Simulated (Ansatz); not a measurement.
Two isomers of C2H4FNSi: A = `C[SiH](F)C#N`, B = `N=C=C(F)[SiH3]`.

Computed with Ansatz on PBE0-D4/def2-TZVP structures; ΔE is electronic, products minus reactants. CCSD(T)/CBS is the MP2 limit (def2-TZVPP, def2-QZVPP) plus CCSD(T) − MP2 in def2-TZVPP, frozen cores. DFT in def2-TZVPP. B3LYP here is the variant with VWN-RPA as its local correlation; programs differ in this. One conformer a species, not always the lowest.

A:

```xyz
9

C     1.1485    0.3320    0.3780
Si   -0.3617    0.0564   -0.6389
F    -0.0736   -0.9728   -1.8188
C    -1.6750   -0.7146    0.4178
N    -2.4794   -1.1639    1.1087
H     1.9420    0.7767   -0.2270
H     0.9250    1.0106    1.2051
H     1.5125   -0.6093    0.7949
H    -0.9384    1.2850   -1.2197
```

B:

```xyz
9

N    -2.344   -0.702   -0.180
C    -1.294   -0.296    0.283
C    -0.096    0.002    0.736
F     0.068    0.215    2.071
Si    1.383    0.163   -0.378
H    -3.000    0.011   -0.497
H     2.434   -0.809    0.018
H     1.946    1.535   -0.299
H     0.903   -0.119   -1.754
```

**Question.** Which is lower in electronic energy at CCSD(T)/CBS, and by how much? (An estimate is asked.)

**Answer.** Computed: A, by 101.1 kcal/mol.

**Question.** Give E(B) − E(A) in kcal/mol with B3LYP-D4, MP2/def2-TZVPP, BLYP-D4, PBE-D4, ωB97M-V, CCSD(T)/def2-SVP, PBE0-D4. (Estimate.)

**Answer.** The calculation gave: B3LYP-D4 92.3, MP2/def2-TZVPP 106.1, BLYP-D4 88.6, PBE-D4 85.5, ωB97M-V 96.9, CCSD(T)/def2-SVP 94.2, PBE0-D4 90.5. None reverses the order clearly.

**Question.** Does the order hold for the free energy at 298.15 K (harmonic terms from PBE0-D4)? (Best estimate.)

**Answer.** The calculation gave: Yes: G(B) − G(A) = +98.5 kcal/mol, for one conformer each.

Largest T1 diagnostic: 0.015.

Leaving LDA and LC-ωPBE aside and taking each functional with its dispersion term where it has one, the values, not all of them listed here, spread over 13.4 kcal/mol, from PBE-D4 to PBE-QIDH. LDA lies −4.6 kcal/mol from PBE without D4. At CCSD(T), def2-SVP lies −6.9 kcal/mol from the extrapolated value and def2-TZVPP −0.4 kcal/mol.
